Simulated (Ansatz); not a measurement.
```yaml
crystal:
  periodic: [false, false, false]
  atoms:
    - {symbol: F, position_ang: [-2.410128, 0.682159, -0.660540]}
    - {symbol: C, position_ang: [-1.190030, 0.175764, -0.866846]}
    - {symbol: F, position_ang: [-1.273754, -1.154215, -0.786554]}
    - {symbol: F, position_ang: [-0.819231, 0.484050, -2.108505]}
    - {symbol: C, position_ang: [-0.235726, 0.735657, 0.168272]}
    - {symbol: O, position_ang: [1.048586, 0.211483, -0.037098]}
    - {symbol: B, position_ang: [1.626566, -0.740135, 0.712949]}
    - {symbol: Cl, position_ang: [3.211639, -1.291133, 0.237435]}
    - {symbol: Cl, position_ang: [0.864610, -1.416826, 2.142853]}
    - {symbol: h, position_ang: [-0.628909, 0.495121, 1.158032]}
    - {symbol: H, position_ang: [-0.193623, 1.818055, 0.040001]}
basis:
  gaussian: {orbitals: def2-mTZVP}
hamiltonian: {xc: {name: BLYP}, dispersion: d3bj}
accuracy: high
output: {forces: true}
```

```sh
$ ansatz run in.yaml --threads 4 --pin off --events-out ev --progress --plain --max-ram 66560MiB --backend cpu
```

Shortened log:

```
Error: YAML parse error: error: line 13 column 16: `h` is not an element symbol (H … Og, case-exact)
  --> <input>:13:16
   |
11 |     - {symbol: Cl, position_ang: [3.211639, -1.291133, 0.237435]}
12 |     - {symbol: Cl, position_ang: [0.864610, -1.416826, 2.142853]}
13 |     - {symbol: h, position_ang: [-0.628909, 0.495121, 1.158032]}
   |                ^ `h` is not an element symbol (H … Og, case-exact)
14 |     - {symbol: H, position_ang: [-0.193623, 1.818055, 0.040001]}
15 | basis:
   |
```

Task: Something in this input is off. What?

Result: An element symbol is wrong. The program refused the input.
